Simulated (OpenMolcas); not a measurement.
Nd2+: the spin-orbit constant, worked from levels

```
Program             : OpenMolcas
Basis               : ANO-RCC-VTZP [8s7p5d3f2g1h]
Scalar Hamiltonian  : DKH2, point nucleus
Active space        : 4 electrons in 7 orbitals (4f)
State averaging     : 2S+1 = 5 even, 35 roots; 2S+1 = 3 even, 210 roots (159 in the spin-orbit step); 2S+1 = 1 even, 196 roots (105 in the spin-orbit step)
Spin-orbit coupling : state interaction with AMFI integrals over the reference wave functions, term energies averaged over their components
```

Methods: CASSCF; MS-CASPT2, IPEA 0.25 Eh, imaginary shift 0.1 Eh (closed shells correlated: 5s 5p). Measured levels: Ding et al., The Spectrum and Energy Levels of the Low-lying Configurations of Nd III (preprint, 2023).

**The spin-orbit constant.** For the Hund term 5I of f4, E(J) = (A/2) J(J+1) + constant and ζ = 2S·A = 4A. From J = 4 to J = 8 the energy changes by 26 A.

```csv
Source,E(8) - E(4),A,ζ
CASSCF,5522.1,212.4,850
MS-CASPT2,5525.0,212.5,850
measured,5093.3,195.9,784
```

All in cm-1. MS-CASPT2 is off by +8.5 % and CASSCF by +8.4 %. Both methods take the spin-orbit matrix elements from the reference wave functions, so the second can move ζ only through the term energies and any multistate remixing. Second-order mixing with other terms is absorbed into this ζ.

Term energies are means over components that CASPT2 splits; among the terms shown or strongly mixed into the levels shown the widest spread is 1600 cm-1 (4f4 5I, MS-CASPT2). High states are left out of the spin-orbit mixing, which shifts the levels that they would mix with. Without dynamic correlation excited terms often stand tens of per cent too high (terms of higher spin than the ground term too low), and those without a measured partner can miss by more than the paired ones (holds for CASSCF). Blocks of more than 70 roots (2S+1 = 3 even, 1 even) ran without multistate coupling (holds for MS-CASPT2). Measured partners are found by configuration, term and J. A level has none where our copy of the source lacks it or the pairing is in doubt (some pairs that miss far off the trend of their configuration count as doubtful), and it then counts in no deviation. Only configurations of the active space appear.
